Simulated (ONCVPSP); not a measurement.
## Transferability test, ONCV potential for Co (Z = 27)

| Item | Value |
| --- | --- |
| Element | Co (Z = 27) |
| Generator | ONCVPSP 4.0.1 |
| Type | optimised norm-conserving Vanderbilt (ONCV) |
| Functional | LDA (Perdew-Wang 92) |
| Relativity | scalar-relativistic |
| Frozen core | [Ar] |
| Valence charge | 9 |
| Reference configuration | 3d7 4s2 |
| Partial waves | 4s: rc 2.45 bohr, ncon 4, nbas 8, qcut 3 1/bohr, 1 projector; p scattering state at 0.02 Ha: rc 2.25 bohr, ncon 3, nbas 7, qcut 3.9 1/bohr, 2 projectors, debl 1 Ha; 3d: rc 1.70 bohr, ncon 4, nbas 8, qcut 11.2 1/bohr, 3 projectors, debl 1.4 Ha |
| Local potential | polynomial inside 1.40 bohr (lpopt 5, dvloc0 3 Ha) |
| Core correction | polynomial model core, fcfact 0.5 |

In the p channel the program set the typed energies aside and used 0.050, 1.050 Ha.

Energies are relative to the spin-unpolarised reference configuration 3d7 4s2; without spin polarisation the order of configurations can differ from experiment.

| valence configuration | charge | ΔE all-electron (eV) | error AE − PS (meV) |
| --- | --- | --- | --- |
| 3d7 4s1 | +1 | 9.289 | -2.8 |
| 3d6 4s0 | +3 | 62.561 | -149 |
| 3d8 4s1 | 0 | -1.247 | -38 |

Problem. What are ΔE and the potential's error for 3d7 4s0?

Solution. ΔE = 26.367 eV all-electron; the error (AE − PS) is -36 meV.

Levels in the configuration 3d6 4s0:

```csv
level,all-electron (eV),pseudo (eV)
3d,-45.481,-45.726
```
